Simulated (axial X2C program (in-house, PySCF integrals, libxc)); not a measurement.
**Nuclear properties of RuN⁺**

Computed with an in-house all-electron X2C program for linear molecules (integrals from PySCF): two-component X2C with atomic mean-field Coulomb and Gaunt terms, Gaussian nuclei, basis Ru dyall-cv3z, N dyall-av3z with contracted cores.

R = 1.517 Å (near the PBE0 minimum at charge 1 of the determinant lowest at the starting distance; the state shown can have its own minimum elsewhere).

Input and command:
```json
{"zs": [44, 7], "q": 1, "bas": ["dyall-cv3z", "dyall-av3z"], "r0": 1.74, "levels": ["PBE0", "HF", "TPSSh", "BP86", "BHandHLYP"], "nst": 3}
```
```bash
python soeom.py task.json out
```

Keys: zs atomic numbers; q charge; bas basis sets; r0 starting distance in Å; levels methods; nst determinants followed.

Determinant lowest in the PBE0 search, Ω = 0 (closed shell), highest spinor 96% Ru d, 2% N f:

```json
{"level": "PBE0", "qzz Ru (a.u.)": "6.48", "qzz N (a.u.)": "-0.47"}
{"level": "HF", "qzz Ru (a.u.)": "8.23", "qzz N (a.u.)": "-0.40"}
{"level": "TPSSh", "qzz Ru (a.u.)": "6.27", "qzz N (a.u.)": "-0.44"}
{"level": "BP86", "qzz Ru (a.u.)": "5.91", "qzz N (a.u.)": "-0.47"}
{"level": "BHandHLYP", "qzz Ru (a.u.)": "7.02", "qzz N (a.u.)": "-0.47"}
```

Determinant 1.28 eV from it at PBE0 and this distance, Ω = 3 (⟨Sz⟩ = 0.99, ⟨Lz⟩ = 2.01 at PBE0), spin on the atoms Ru 1.02, N -0.02:

```tsv
level	Eeff magnitude (GV/cm)	Ws magnitude Ru (kHz)	A∥/gI Ru (MHz)	qzz Ru (a.u.)	A∥/gI N (MHz)	qzz N (a.u.)
PBE0	4.89	0.795	1570	2.21	11.2	-1.03
HF	5.8	0.946	1430	2.55	8.09	-1.07
TPSSh	4.49	0.721	1570	2.03	12.7	-1.00
BP86	3.29	0.529	1600	2.05	13.4	-0.94
BHandHLYP	7.34	1.21	1500	2.33	7.86	-1.08
```

Eeff is the effective electric field on the electron electric dipole moment in this Ω state and Ws the scalar–pseudoscalar constant of the nucleus named (defined with the proton number Z and per Ω); A∥ (defined per Ω) follows by multiplying with gI = μI/(I μN); qzz is the electric field gradient, eQq0 = 234.96 MHz × Q/barn × qzz. The operators were transformed with the bare-nucleus X2C matrices; with these basis sets, hyperfine constants and field gradients can be off by tens of per cent, and where levels differ in sign neither size nor sign is settled.

(1) With Q(101Ru) = 0.457 barn, Q(14N) = 0.02044 barn (Q from Pyykkö, Mol. Phys. 2018), turn the PBE0 values of the first state into constants in MHz.

Each state is one determinant with collinear spin, which with several unpaired electrons need not be a pure state. Unrestricted Hartree–Fock can overshoot spin polarisation at the nuclei. With several open shells hyperfine constants can be off by a factor of several. Where Eeff spreads by more than a factor of two the levels disagree and none is to be relied on. Open-shell Ω = 0 determinants with evenly filled partner blocks cannot be reached by this program, so the Ω shown need not be the lowest component. The search compared states at one distance, so a state with another bond length can lie lower. Further determinants of the search, some of them spin-mixed, are not shown. PBE0 term energies can be off by some tenths of an eV.

Answers

(1) eQq0(101Ru) = 234.96 × (0.457) × (6.48) = 696 MHz; eQq0(14N) = 234.96 × (0.02044) × (-0.47) = -2.26 MHz.
